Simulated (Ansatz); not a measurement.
Ideal-gas functions of `F[C]1=C[CH2][AlH]1` at 500 K and 1 bar, from an Ansatz frequency run at PBE0-D4/def2-TZVP.

Molar mass 86.04 g/mol, point group Cs (symmetry number 1), electronic degeneracy 1, moments of inertia 67.251, 148.708, 212.816 u Å². Harmonic wavenumbers (cm⁻¹, unscaled): 124, 317, 337, 492, 492, 554, 601, 704, 705, 876, 954, 1086, 1109, 1218, 1253, 1448, 1616, 1929, 3066, 3105, 3114.

Use S(trans) = R[1.5 ln M + 2.5 ln T − 1.1517]; rotational temperatures θ = 24.2544 K / I; S(rot) = R[ln(√π/σ · √(T³/θAθBθC)) + 1.5]; for each mode x = 1.438777 ν̃/T, S = R[x/(eˣ − 1) − ln(1 − e⁻ˣ)] and H = RT x/(eˣ − 1); 1 cm⁻¹ = 0.0119627 kJ/mol; R = 8.31446 J/(mol·K).

Problem. By hand: the entropy, in J/(mol·K).

Solution. Translation 175.2. Rotation: θ = 0.3607, 0.1631, 0.114 K, giving 115.5. Vibration, mode by mode: 16.93, 9.36, 8.89, 6.09, 6.09, 5.27, 4.72, 3.73, 3.73, 2.53, 2.12, 1.57, 1.49, 1.16, 1.07, 0.68, 0.45, 0.21, 0.01, 0.01, 0.01, in all 76.1. Electronic 0.0. Sum 366.8 J/(mol·K).

Problem. By hand: H − E and G − E in kJ/mol, counted from the electronic energy.

Solution. Zero-point energy ½ × 25100 × 0.0119627 = 150.1; thermal vibration 22.3; translation, rotation and pV give 4 RT = 16.6. H − E = 189.0 kJ/mol, and G − E = 189.0 − 500 × 366.8/1000 = 5.6 kJ/mol.

Vibration gives 21 % of the entropy, 16.9 J/(mol·K) of it from the mode under 150 cm⁻¹: soft modes count most, and the harmonic formula is weakest for them.
